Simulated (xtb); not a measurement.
cyclotrisilazane (H9N3Si3), singlet, from a rough starting geometry; GFN2-xTB (xtb).

The xtb input:
```
$ xtb mol.xyz --gfn 2 --opt vtight --json

# file mol.xyz
15

Si     1.68365572    -0.39194292    -0.50632185
N      0.53527521    -1.53262671     0.14516701
Si    -1.17622904    -1.25714573     0.43682092
N     -1.43712367     0.39068036     0.59736333
Si    -0.58641786     1.71584833    -0.04436794
N      1.08064770     1.20082734    -0.25517441
H      1.88368162    -0.69391071    -1.97717753
H      2.94569976    -0.54347075     0.18793126
H      0.84757051    -2.49505377     0.18597216
H     -1.92393382    -1.81380900    -0.69948005
H     -1.51415789    -1.99653038     1.72871090
H     -2.35922553     0.60181465     0.97482008
H     -0.53705389     2.73783828     0.97125777
H     -1.02030800     2.21762851    -1.29648449
H      1.74715994     1.87436918    -0.44877606
```

Output, abridged:

```
   ID    Z sym.   atoms
    1   14 Si     1, 3, 5
    2    7 N      2, 4, 6
    3    1 H      7-15

           -------------------------------------------------
          |                Calculation Setup                |
           -------------------------------------------------

           -------------------------------------------------
          |                 G F N 2 - x T B                 |
           -------------------------------------------------

          ...................................................
          :                      SETUP                      :
          :.................................................:
          :  # basis functions                  51          :
          :  # atomic orbitals                  48          :
          :  # shells                           24          :
          :  # electrons                        36          :
          :  max. iterations                   250          :
          :  Hamiltonian                  GFN2-xTB          :
          :  restarted?                      false          :
          :  GBSA solvation                  false          :
          :  PC potential                    false          :
          :  electronic temp.          300.0000000     K    :
          :  accuracy                    1.0000000          :
          :  -> integral cutoff          0.2500000E+02      :
          :  -> integral neglect         0.1000000E-07      :
          :  -> SCF convergence          0.1000000E-05 Eh   :
          :  -> wf. convergence          0.1000000E-03 e    :
          :  Broyden damping             0.4000000          :
          :  net charge                          0          :
          :  unpaired electrons                  0          :
          ...................................................

 iter      E             dE          RMSdq      gap      omega  full diag
   1    -18.7967137 -0.187967E+02  0.701E+00    5.50       0.0  T
   2    -18.8911367 -0.944230E-01  0.486E+00    4.93       1.0  T
   3    -18.8970435 -0.590675E-02  0.297E+00    5.03       1.0  T
   4    -18.8954865  0.155700E-02  0.803E-01    4.76       1.0  T
   5    -18.8978164 -0.232991E-02  0.498E-01    5.00       1.0  T
   6    -18.8983759 -0.559556E-03  0.116E-01    4.93       1.0  T
   7    -18.8983970 -0.210755E-04  0.631E-02    4.95       1.0  T
   8    -18.8984009 -0.385665E-05  0.409E-02    4.95       1.0  T
   9    -18.8984082 -0.739404E-05  0.115E-02    4.95       2.2  T
  10    -18.8984084 -0.120309E-06  0.550E-03    4.94       4.7  T
  11    -18.8984085 -0.153646E-06  0.123E-03    4.94      21.1  T
  12    -18.8984085  0.442065E-08  0.115E-03    4.94      22.5  T
  13    -18.8984085 -0.545809E-08  0.349E-04    4.94      74.0  T
  14    -18.8984085 -0.510322E-09  0.135E-04    4.94     191.6  T

   *** convergence criteria satisfied after 14 iterations ***

         :::::::::::::::::::::::::::::::::::::::::::::::::::::
         ::                     SUMMARY                     ::
         :::::::::::::::::::::::::::::::::::::::::::::::::::::
         :: total energy             -18.684523080697 Eh    ::
         :: gradient norm              0.100371680962 Eh/a0 ::
         :: HOMO-LUMO gap              4.943981632669 eV    ::
         ::.................................................::
         :: SCC energy               -18.898367563612 Eh    ::
         :: -> isotropic ES            0.078333120333 Eh    ::
         :: -> anisotropic ES          0.007156388409 Eh    ::
         :: -> anisotropic XC         -0.000577385671 Eh    ::
         :: -> dispersion             -0.013804214427 Eh    ::
         :: repulsion energy           0.213844482914 Eh    ::
         :: add. restraining           0.000000000000 Eh    ::
         :: total charge              -0.000000000000 e     ::
         :::::::::::::::::::::::::::::::::::::::::::::::::::::

      -----------------------------------------------------------
[...]
 * total energy  :   -18.6936047 Eh     change       -0.3324367E-04 Eh
 * total energy  :   -18.6936133 Eh     change       -0.8641033E-05 Eh
 * total energy  :   -18.6936168 Eh     change       -0.3446250E-05 Eh
 * total energy  :   -18.6936194 Eh     change       -0.2597182E-05 Eh
 * total energy  :   -18.6936221 Eh     change       -0.2732579E-05 Eh
 * total energy  :   -18.6936250 Eh     change       -0.2872916E-05 Eh
 * total energy  :   -18.6936280 Eh     change       -0.2988136E-05 Eh
 * total energy  :   -18.6936301 Eh     change       -0.2111315E-05 Eh
 * total energy  :   -18.6936314 Eh     change       -0.1304442E-05 Eh
 * total energy  :   -18.6936320 Eh     change       -0.6460882E-06 Eh
 * total energy  :   -18.6936322 Eh     change       -0.1986370E-06 Eh
 * total energy  :   -18.6936323 Eh     change       -0.7626809E-07 Eh
   *** GEOMETRY OPTIMIZATION CONVERGED AFTER 16 ITERATIONS ***
         :: total energy             -18.693632315207 Eh    ::
[...]
        26                         -0.1147549              -3.1226
        27                         -0.0582279              -1.5845
        28                         -0.0575012              -1.5647
        29                          0.0030144               0.0820
       ...                                ...                  ...
        48                          0.8219581              22.3666
      -------------------------------------------------------------
                  HL-Gap            0.1879699 Eh            5.1149 eV
             Fermi-level           -0.2697436 Eh           -7.3401 eV

     #   Z          covCN         q      C6AA      α(0)
     1  14 Si       3.637     0.529    96.940    18.884
     2   7 N        2.501    -0.445    31.699     8.361
     3  14 Si       3.640     0.529    96.916    18.880
     4   7 N        2.501    -0.445    31.703     8.362
     5  14 Si       3.641     0.529    96.908    18.879
     6   7 N        2.501    -0.445    31.700     8.361
     7   1 H        0.915    -0.108     5.859     3.786
     8   1 H        0.917    -0.106     5.788     3.763
     9   1 H        0.863     0.130     1.541     1.945
    10   1 H        0.915    -0.108     5.847     3.782
    11   1 H        0.917    -0.107     5.812     3.771
    12   1 H        0.863     0.131     1.539     1.943
    13   1 H        0.917    -0.107     5.821     3.774
    14   1 H        0.915    -0.108     5.840     3.780
    15   1 H        0.863     0.131     1.540     1.944

 Mol. C6AA /au·bohr⁶  :       4107.287814
 Mol. C8AA /au·bohr⁸  :     151536.706713
 Mol. α(0) /au        :        110.213407

Wiberg/Mayer (AO) data.
largest (>0.10) Wiberg bond orders for each atom

 ---------------------------------------------------------------------------
     #   Z sym  total        # sym  WBO       # sym  WBO       # sym  WBO
 ---------------------------------------------------------------------------
     1  14 Si   3.877 --     2 N    1.051     6 N    1.051     8 H    0.870
                             7 H    0.868
     2   7 N    3.274 --     3 Si   1.051     1 Si   1.051     9 H    0.981
     3  14 Si   3.878 --     2 N    1.051     4 N    1.051    11 H    0.870
                            10 H    0.868
     4   7 N    3.274 --     5 Si   1.051     3 Si   1.051    12 H    0.981
     5  14 Si   3.878 --     6 N    1.051     4 N    1.051    13 H    0.870
                            14 H    0.868
     6   7 N    3.274 --     5 Si   1.051     1 Si   1.051    15 H    0.981
     7   1 H    0.988 --     1 Si   0.868
     8   1 H    0.989 --     1 Si   0.870
     9   1 H    0.983 --     2 N    0.981
    10   1 H    0.988 --     3 Si   0.868
    11   1 H    0.989 --     3 Si   0.870
    12   1 H    0.983 --     4 N    0.981
    13   1 H    0.989 --     5 Si   0.870
    14   1 H    0.988 --     5 Si   0.868
    15   1 H    0.983 --     6 N    0.981
 ---------------------------------------------------------------------------

Topologies differ in total number of bonds
Writing topology from bond orders to xtbtopo.mol

molecular dipole:
                 x           y           z       tot (Debye)
 q only:       -0.026      -0.007      -0.088
   full:       -0.043      -0.012      -0.140       0.373
molecular quadrupole (traceless):
                xx          xy          yy          xz          yz          zz
 q only:        1.226      -0.118       1.584      -1.364      -0.373      -2.809
  q+dip:        0.412      -0.040       0.520      -0.480      -0.108      -0.932
   full:        2.087      -0.195       2.826      -2.446      -0.623      -4.914

optimized geometry written to: xtbopt.xyz

           -------------------------------------------------
          | TOTAL ENERGY              -18.693632315207 Eh   |
          | GRADIENT NORM               0.000064662113 Eh/α |
          | HOMO-LUMO GAP               5.114922217964 eV   |
           -------------------------------------------------

normal termination of xtb
```
